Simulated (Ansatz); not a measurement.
Cost and result for the atomization energy of C6H15N (`CCNC(C)(C)C`) (22 atoms, 21 bonds).

```xyz
22

C    -0.3382    1.6096   -2.0495
C     0.7742    0.9017   -1.2907
N     0.5749    0.8164    0.1456
C     0.0463   -0.4239    0.7147
C     1.1187   -1.5062    0.6275
C    -0.2437   -0.1318    2.1813
C    -1.2360   -0.9208    0.0386
H    -0.0988    1.6883   -3.1137
H    -1.2918    1.0869   -1.9522
H    -0.4732    2.6271   -1.6697
H     0.9073   -0.1074   -1.6894
H     1.7187    1.4232   -1.4886
H     0.0206    1.6003    0.4657
H     1.3626   -1.7507   -0.4091
H     2.0325   -1.1689    1.1204
H     0.7763   -2.4255    1.1090
H    -1.0167    0.6373    2.2789
H     0.6589    0.2240    2.6825
H    -0.5994   -1.0278    2.6943
H    -1.0709   -1.1363   -1.0200
H    -2.0308   -0.1739    0.1155
H    -1.5916   -1.8417    0.5088
```

Charge 0, multiplicity 1. Geometry: relaxed with PBE0-D4/def2-TZVP. It is one conformer, not always the lowest. Program: Ansatz. All runs use 3 threads of an AMD EPYC 7R13 on a shared host and a share of an NVIDIA H100 80 GB. Times are those of one run each, without the atoms' runs, and a repeat can differ threefold. Electronic energies, without spin–orbit coupling; frozen cores. CCSD(T)/CBS adds CCSD(T) − MP2 in def2-TZVPP to the MP2 limit, and its time is that of the two runs behind it. T1 = 0.009. B3LYP takes the VWN-RPA correlation (the form of Gaussian; ORCA's B3LYP/G).

CCSD(T)/CBS is a level of theory with its own doubt, some kJ/mol a heavy atom from the limit and from the frozen cores, so smaller differences don't rank the functionals.

| level | functions | wall time |
| --- | --- | --- |
| PBE0-D4/def2-TZVPP | 427 | 2.4 s |
| BHLYP-D4/def2-TZVPP | 427 | 2.6 s |
| LDA (SPW92)/def2-TZVPP | 427 | 2.8 s |
| CAM-B3LYP-D4/def2-TZVPP | 427 | 3.1 s |
| PBE-D4/def2-TZVPP (with forces) | 427 | 3.6 s |
| r2SCAN-D4/def2-TZVPP (with forces) | 427 | 4.6 s |
| CCSD(T)/def2-SVP | 173 | 5 s |
| ωB97X-V/def2-TZVPP | 427 | 6 s |
| B2PLYP/def2-TZVPP | 427 | 6 s |
| B3LYP-D4/def2-TZVPP (with forces) | 427 | 9 s |
| MP2/def2-QZVPP | 849 | 17 s |
| CCSD(T)/def2-TZVPP | 427 | 49 s |
| CCSD(T)/CBS(def2) | – | 65 s |

What atomization energy does each give, and how far from CCSD(T)/CBS? (Best estimate.)

The calculation gave: 
```
                             level  atomization (kJ/mol)  difference from CCSD(T)/CBS  per bond
                PBE0-D4/def2-TZVPP                8644.4                         54.9       2.6
               BHLYP-D4/def2-TZVPP                8409.5                       -180.0      -8.6
            LDA (SPW92)/def2-TZVPP                9756.8                       1167.3      55.6
           CAM-B3LYP-D4/def2-TZVPP                8641.0                         51.5       2.5
   PBE-D4/def2-TZVPP (with forces)                8745.7                        156.2       7.4
r2SCAN-D4/def2-TZVPP (with forces)                8593.5                          4.0       0.2
                  CCSD(T)/def2-SVP                8254.3                       -335.2     -16.0
                ωB97X-V/def2-TZVPP                8607.4                         17.9       0.9
                 B2PLYP/def2-TZVPP                8505.2                        -84.3      -4.0
 B3LYP-D4/def2-TZVPP (with forces)                8604.7                         15.2       0.7
                    MP2/def2-QZVPP                8581.6                         -7.9      -0.4
                CCSD(T)/def2-TZVPP                8402.7                       -186.8      -8.9
                 CCSD(T)/CBS(def2)                8589.5                          0.0       0.0
```

From r2SCAN to r2SCAN0 (25 % exact exchange), in def2-TZVPP and without D4, the atomization energy moves by −75.4 kJ/mol: exact exchange takes away binding that semilocal exchange gives to molecules. In def2-TZVPP, CCSD(T) changes the Hartree–Fock value by +2006.6 kJ/mol (the triples alone add +103.7 kJ/mol) and MP2 by +2075.8 kJ/mol; breaking electron pairs costs correlation energy, which Hartree–Fock lacks. At CCSD(T), def2-SVP lies −335.2 kJ/mol from the extrapolated value and def2-TZVPP −186.7 kJ/mol: correlation converges slowly with the basis, and small sets miss more of it in the bonded molecule than in its fragments.
